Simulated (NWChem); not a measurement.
# CH$_{6}$OSi; SMILES O[SiH2]C

```xyz
9

Si     0.4543     0.1230    -0.0137
C     -0.4306    -1.5386    -0.0336
O     -0.5875     1.4291    -0.0872
H      1.3144     0.2606    -1.2150
H      1.3102     0.1895     1.2099
H     -1.0783    -1.6727     0.8412
H      0.3029    -2.3552    -0.0270
H     -1.0492    -1.6499    -0.9312
H     -1.1645     1.5617     0.6773
```
Atoms are numbered in this order, from 1.

Program: NWChem. STO-3G and 3-21G are far too small for this property and stand as cheap habits. Structure relaxed at the B3LYP/6-31G* (spherical d) level. GIAO values for the isolated, static molecule; σ is the absolute isotropic shielding, δ = σ(reference) − σ with the isolated reference molecule computed at the same levels (13C: tetramethylsilane, 1H: tetramethylsilane, 17O: water, 29Si: tetramethylsilane).

```json
[
 {"level": "Hartree-Fock/STO-3G", "δ Si1 (ppm)": "-23.8", "δ C2 (ppm)": "-2.0", "δ O3 (ppm)": "-93.8", "δ H4 (ppm)": "2.30", "δ H5 (ppm)": "1.88", "δ H6 (rotor mean) (ppm)": "0.01", "δ H9 (ppm)": "-3.82"},
 {"level": "PBE/pcSseg-1", "δ Si1 (ppm)": "-11.5", "δ C2 (ppm)": "1.0", "δ O3 (ppm)": "27.6", "δ H4 (ppm)": "5.07", "δ H5 (ppm)": "5.40", "δ H6 (rotor mean) (ppm)": "0.21", "δ H9 (ppm)": "0.52"},
 {"level": "LDA (Slater exchange, VWN5)/pcSseg-1", "δ Si1 (ppm)": "___", "δ C2 (ppm)": "0.8", "δ O3 (ppm)": "___", "δ H4 (ppm)": "___", "δ H5 (ppm)": "___", "δ H6 (rotor mean) (ppm)": "0.22", "δ H9 (ppm)": "___"}
]
```

Fill in the missing entries.


- LDA (Slater exchange, VWN5)/pcSseg-1, δ Si1 (ppm): -6.9
- LDA (Slater exchange, VWN5)/pcSseg-1, δ O3 (ppm): 32.9
- LDA (Slater exchange, VWN5)/pcSseg-1, δ H4 (ppm): 5.34
- LDA (Slater exchange, VWN5)/pcSseg-1, δ H5 (ppm): 5.66
- LDA (Slater exchange, VWN5)/pcSseg-1, δ H9 (ppm): 0.72
